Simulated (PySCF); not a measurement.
C4H9NaO, charge -1, doublet, at the geometry of the source list (a state made from the parent by changing its charge; the spin is typed, not shown lowest) (in this run its highest filled SCF level lies above zero, so its values depend strongly on the basis, on diffuse functions most of all); BLYP/def2-SVP (PySCF).

Input for PySCF:
```python
from pyscf import gto, scf, dft

mol = gto.M(
    atom='''
Na    1.755400    2.127100    1.421100
O     0.339800    0.983300    1.230900
C    -0.003200    0.131900    0.224600
C     1.092500   -0.929600   -0.011600
C    -1.314400   -0.603600    0.590100
C    -0.232300    0.890900   -1.100100
H     0.795500   -1.642700   -0.776300
H     1.278700   -1.461000    0.918800
H     2.017700   -0.434700   -0.323600
H    -1.167200   -1.152600    1.515600
H    -1.612600   -1.291200   -0.196900
H    -2.099900    0.129200    0.749200
H     0.699200    1.377200   -1.406900
H    -0.989500    1.655900   -0.944800
H    -0.559900    0.220000   -1.890000
''',
    basis='def2-svp',
    charge=-1,
    spin=1,
    verbose=4,
)

mf = dft.UKS(mol)
mf.xc = 'blyp'
mf.kernel()
```

What the program printed (banner, timings and long lists left out):

```
PySCF version 2.14.0

[INPUT] verbose = 4
[INPUT] num. atoms = 15
[INPUT] num. electrons = 53
[INPUT] charge = -1
[INPUT] spin (= nelec alpha-beta = 2S) = 1
[INPUT] symmetry False subgroup None
[INPUT] Mole.unit = angstrom
[INPUT] Symbol           X                Y                Z      unit          X                Y                Z       unit  Magmom
[INPUT]  1 Na     1.755400000000   2.127100000000   1.421100000000 AA    3.317225239062   4.019636439562   2.685489795619 Bohr   0.0
[INPUT]  2 O      0.339800000000   0.983300000000   1.230900000000 AA    0.642128937127   1.858167698285   2.326063886727 Bohr   0.0
[INPUT]  3 C     -0.003200000000   0.131900000000   0.224600000000 AA   -0.006047123599   0.249254875830   0.424432487577 Bohr   0.0
[INPUT]  4 C      1.092500000000  -0.929600000000  -0.011600000000 AA    2.064525791087  -1.756689405396  -0.021920823045 Bohr   0.0
[INPUT]  5 C     -1.314400000000  -0.603600000000   0.590100000000 AA   -2.483856018128  -1.140638688787   1.115127386106 Bohr   0.0
[INPUT]  6 C     -0.232300000000   0.890900000000  -1.100100000000 AA   -0.438983378736   1.683557004375  -2.078887709634 Bohr   0.0
[INPUT]  7 H      0.795500000000  -1.642700000000  -0.776300000000 AA    1.503277132092  -3.104253104823  -1.466994390500 Bohr   0.0
[INPUT]  8 H      1.278700000000  -1.461000000000   0.918800000000 AA    2.416392795481  -2.760889867990   1.736280363250 Bohr   0.0
[INPUT]  9 H      2.017700000000  -0.434700000000  -0.323600000000 AA    3.812900401535  -0.821463946348  -0.611515373909 Bohr   0.0
[INPUT] 10 H     -1.167200000000  -1.152600000000   1.515600000000 AA   -2.205688332592  -2.178098331174   2.864068914391 Bohr   0.0
[INPUT] 11 H     -1.612600000000  -1.291200000000  -0.196900000000 AA   -3.047372348474  -2.440014372038  -0.372087073927 Bohr   0.0
[INPUT] 12 H     -2.099900000000   0.129200000000   0.749200000000 AA   -3.968235888974   0.244152615294   1.415782812524 Bohr   0.0
[INPUT] 13 H      0.699200000000   1.377200000000  -1.406900000000 AA    1.321296506296   2.602530818751  -2.658655684651 Bohr   0.0
[INPUT] 14 H     -0.989500000000   1.655900000000  -0.944800000000 AA   -1.869884000257   3.129197489667  -1.785413242489 Bohr   0.0
[INPUT] 15 H     -0.559900000000   0.220000000000  -1.890000000000 AA   -1.058057657144   0.415739747404  -3.571582375428 Bohr   0.0

nuclear repulsion = 268.987731950242
number of shells = 64
number of NR pGTOs = 216
number of NR cGTOs = 130
basis = def2-svp
ecp = {}

******** <class 'pyscf.dft.uks.UKS'> ********
method = UKS
initial guess = minao
damping factor = 0
level_shift factor = 0
DIIS = <class 'pyscf.scf.diis.CDIIS'>
diis_start_cycle = 1
diis_space = 8
diis_damp = 0
SCF conv_tol = 1e-09
SCF conv_tol_grad = None
SCF max_cycles = 50
direct_scf = True
direct_scf_tol = 1e-13
number electrons alpha = 27  beta = 26
XC library pyscf.dft.libxc version 7.1.2
    S. Lehtola, C. Steigemann, M. J. T. Oliveira, and M. A. L. Marques,  SoftwareX 7, 1–5 (2018)
XC functionals = blyp
    A. D. Becke,  Phys. Rev. A 38, 3098 (1988)
    C. Lee, W. Yang, and R. G. Parr,  Phys. Rev. B 37, 785 (1988)
    B. Miehlich, A. Savin, H. Stoll, and H. Preuss,  Chem. Phys. Lett. 157, 200 (1989)
radial grids:
    Treutler-Ahlrichs [JCP 102, 346 (1995); DOI:10.1063/1.469408] (M4) radial grids

becke partition: Becke, JCP 88, 2547 (1988); DOI:10.1063/1.454033
pruning grids: <function nwchem_prune>
grids dens level: 3
symmetrized grids: False
atomic radii adjust function: <function treutler_atomic_radii_adjust>
small_rho_cutoff = 0
Set gradient conv threshold to 3.16228e-05
tot grids = 176928
init E= -395.139362077214

cycle= 1 E= -394.657517625927  delta_E= 0.482  |g|= 0.85  |ddm|= 2.66

cycle= 2 E= -388.30546860487  delta_E= 6.35  |g|= 2.66  |ddm|= 6.64
cycle= 3 E= -394.915130864377  delta_E= -6.61  |g|= 0.428  |ddm|= 6.22
cycle= 4 E= -394.97763850893  delta_E= -0.0625  |g|= 0.285  |ddm|= 1.26
cycle= 5 E= -395.016571372739  delta_E= -0.0389  |g|= 0.0462  |ddm|= 0.527
cycle= 6 E= -395.017576375918  delta_E= -0.00101  |g|= 0.027  |ddm|= 0.151
cycle= 7 E= -395.017901671643  delta_E= -0.000325  |g|= 0.00338  |ddm|= 0.0446
cycle= 8 E= -395.017908162759  delta_E= -6.49e-06  |g|= 0.000879  |ddm|= 0.0136
cycle= 9 E= -395.01790862738  delta_E= -4.65e-07  |g|= 0.000293  |ddm|= 0.00215
cycle= 10 E= -395.017908673395  delta_E= -4.6e-08  |g|= 9.5e-05  |ddm|= 0.000713
cycle= 11 E= -395.01790867764  delta_E= -4.24e-09  |g|= 5.24e-05  |ddm|= 0.000305
cycle= 12 E= -395.017908679051  delta_E= -1.41e-09  |g|= 9.26e-06  |ddm|= 7.17e-05
cycle= 13 E= -395.017908679112  delta_E= -6.08e-11  |g|= 2.31e-06  |ddm|= 3.41e-05
Extra cycle  E= -395.017908679111  delta_E= 9.09e-13  |g|= 3.29e-06  |ddm|= 1.42e-05
converged SCF energy = -395.017908679111  <S^2> = 0.75026741  2S+1 = 2.0002674
```
